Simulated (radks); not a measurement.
The numbers below are computed, except where a source is named.
Removal energies from the terbium ion Tb3+, [Xe] 4f8, by Delta-SCF beside the eigenvalue of the level emptied. Code: a radial shooting solver on a logarithmic mesh with Libxc functionals. Model: scalar-relativistic Kohn-Sham, PBEsol, spin-polarised, spherical densities, finite nucleus; Fermi nuclear charge, rms radius of each element as measured or else 0.836 A^(1/3) + 0.57 fm. Open shells are filled with parallel spins first.

\begin{tabular}{lrrr}
removed from & final configuration & Delta-SCF (eV) & -eigenvalue (eV) \\ \hline
4f & [Xe] 4f7 & 40.911 & 31.398 \\
5p & [Kr] 4d10 4f8 5s2 5p5 & 58.261 & 51.642 \\
5s & [Kr] 4d10 4f8 5s1 5p6 & 82.297 & 74.967 \\
4d & [Kr] 4d9 4f8 5s2 5p6 & 186.46 & 175.79 \\
\end{tabular}
